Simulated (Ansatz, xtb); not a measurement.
Ranking isomers of C4H4F3NO

9 gas-phase structures of C4H4F3NO, from a drawn sample of its isomers (lower ones may exist). Each was relaxed with GFN2-xTB; where two conformers were screened, the lower at r2SCAN-D4/def2-SVP is listed:

A. `O=CN1C[C@@H]1C(F)(F)F`, a singlet
B. `O=CN/C=C\C(F)(F)F`, a singlet
C. `[H]/N=C\C(=C)OC(F)(F)F`, a singlet
D. `O=CNCC(F)=C(F)F`, a singlet
E. `O=C/N=C/CC(F)(F)F`, a singlet
F. `C[C@](F)(C#N)OC(F)F`, a singlet
G. `N#CCCOC(F)(F)F`, a singlet
H. `NC(=O)/C=C\C(F)(F)F`, a singlet
I. `C[C@H](C#N)OC(F)(F)F`, a singlet

Problem. Which do you expect lowest at r2SCAN-D4/def2-SVP, and how would the others follow?

Solution. Calculated order at r2SCAN-D4/def2-SVP: B (0.000), H (0.051), G (0.523), I (0.634), E (0.642), A (1.041), F (1.079), C (1.123), D (1.276) eV. Less than 1 kcal/mol parts I and E; A and F, so the order within those pairs means little.

Energies above the lowest of each column, in eV; the last columns are at B3LYP-D3(BJ)/def2-SVP geometries and were run for some of them only (a dash: not run or not comparable):

```tsv
structure	GFN2-xTB	HF/STO-3G	r2SCAN-D4/def2-SVP	B3LYP-D3(BJ)/def2-SVP	CCSD(T)/def2-SVP + ΔMP2/def2-TZVPP
B	0.000	1.463	0.000	0.000	0.041
H	0.277	1.751	0.051	0.068	0.000
G	0.236	0.000	0.523	0.447	0.088
I	0.344	0.087	0.634	0.554	–
E	0.369	1.840	0.642	0.523	–
A	0.340	2.031	1.041	–	–
F	0.776	0.508	1.079	–	–
C	0.758	1.901	1.123	–	–
D	0.722	2.074	1.276	–	–
```

CCSD(T)/def2-SVP + ΔMP2/def2-TZVPP puts H lowest of those it was run on, with B within 1 kcal/mol; HF/STO-3G picks G. CCSD(T)/def2-SVP + ΔMP2/def2-TZVPP orders those it was run on as H (0.000), B (0.041), G (0.088) eV. Less than 1 kcal/mol parts H and B, so the order within that pair means little. Some further structures that were screened fall inside this span and aren't listed. Flexible structures stand in one conformer each, not always the lowest. B keeps a small imaginary mode. Frequencies (GFN2-xTB) were run for B, G, H alone. ΔMP2 is the change of the MP2 energy from the smaller to the larger basis.

Over these structures GFN2-xTB departs from r2SCAN-D4/def2-SVP by 0.178 eV on average once a common shift is removed. A GFN2-xTB relaxation took about 0.087 s and the r2SCAN-D4/def2-SVP energy about 2 s on a shared host (Ansatz 0.2.0, xtb 6.7.1).
